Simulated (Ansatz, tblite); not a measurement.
Two members of one family ((KI)n off), computed with Ansatz in the gas phase; def2 core potentials for I, no spin–orbit coupling. The two geometries come from different levels. Singlets are spin-restricted. The structures are stationary points that may keep the symmetry of their start. Remarks come from the PBE and PBE0 runs and from stability tests at other levels; not every state was tested. HOMO above LUMO (over both spins in singlets and doublets, within one spin in higher multiplets; at PBE or PBE0), or a gap under 0.15 eV within one spin, warns that the state may not be the lowest or that an electron is smeared out.

First: K2I⁺ (singlet, charge 1, r2SCAN-D4/def2-TZVP geometry).

| atom | x (Å) | y (Å) | z (Å) |
| --- | --- | --- | --- |
| K1 | 0.227 | -2.943 | -1.292 |
| K2 | -0.226 | 2.944 | 1.292 |
| I3 | -0.001 | 0.000 | 0.000 |

| level | HOMO (eV) | LUMO (eV) | gap (eV) |
| --- | --- | --- | --- |
| PBE-D4/def2-SVP | -8.19 | -4.57 | 3.62 |
| r2SCAN-D4/def2-TZVP | -8.56 | -3.75 | 4.81 |
| PBE0-D4/def2-SVP | -9.27 | -4.01 | 5.26 |
| PBE0-D4/def2-TZVP | -9.39 | -4.03 | 5.36 |
| HSE06-D4/def2-TZVP | -9.00 | -4.33 | 4.67 |

The relaxed triplet lies at 4.02 eV (RPA@PBE/def2-TZVP) to 4.57 eV (r2SCANh-D4/def2-TZVP) from the singlet. Remarks: gap within one spin near zero at PBE or PBE0 (triplet).

Second: K3I2⁺ (singlet, charge 1, r2SCAN-D4/def2-SVP geometry).

| atom | x (Å) | y (Å) | z (Å) |
| --- | --- | --- | --- |
| K1 | 2.2511 | -0.9400 | -0.9847 |
| K2 | -0.0613 | 0.9744 | 2.4436 |
| K3 | -2.1897 | -0.0341 | -1.4591 |
| I4 | 0.4830 | 1.9635 | -0.7712 |
| I5 | -0.4831 | -1.9638 | 0.7714 |

Question: Estimate how these quantities change from the first to the second (second minus first).

Answer: 
| level | Δ HOMO (eV) | Δ LUMO (eV) | Δ gap (eV) |
| --- | --- | --- | --- |
| PBE-D4/def2-SVP | 0.06 | -0.09 | -0.15 |
| r2SCAN-D4/def2-TZVP | 0.16 | -0.22 | -0.37 |
| PBE0-D4/def2-SVP | 0.08 | -0.08 | -0.16 |
| PBE0-D4/def2-TZVP | 0.18 | -0.05 | -0.22 |
| HSE06-D4/def2-TZVP | 0.17 | -0.06 | -0.23 |
